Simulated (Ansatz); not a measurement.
Cartesian coordinates (Å):
```xyz
21

Si    -3.6429    -0.4969    -0.0094
C     -1.8405     0.0225     0.0853
C     -1.4884     1.3932     0.2425
C     -0.1745     1.7865     0.3121
C      0.8739     0.8355     0.2290
C      2.2413     1.2030     0.2966
C      3.2355     0.2588     0.2130
C      2.8908    -1.1038     0.0567
Cl     4.1625    -2.2745    -0.0460
C      1.5777    -1.5042    -0.0133
C      0.5400    -0.5431     0.0711
C     -0.8279    -0.9147     0.0028
H     -4.3208     0.1574    -1.1719
H     -4.3744    -0.0916     1.2313
H     -3.7155    -1.9811    -0.1650
H     -2.2749     2.1507     0.3100
H      0.0806     2.8426     0.4332
H      2.5010     2.2578     0.4173
H      4.2887     0.5393     0.2648
H      1.3325    -2.5611    -0.1340
H     -1.0648    -1.9762    -0.1176
```
Charge 0, multiplicity 1.

All values below come from frozen-core CCSD(T)/cc-pVDZ // PBE0-D4/def2-SVP in Ansatz (a program for electronic structure). The restricted HF reference is unstable towards unrestricted orbitals.

The HF energy comes out as -1132.39449 Ha and the MP2 correlation energy comes out as -1.53305 Ha.

Task: Estimate the CCSD correlation energy, the (T) correction, the total energy and the T1 diagnostic.

Result: 
| Quantity | Result |
|---|---|
| CCSD correlation energy | -1.60238 Ha |
| (T) correction | -0.07257 Ha |
| CCSD(T) total energy | -1134.06945 Ha |
| T1 diagnostic | 0.011 |
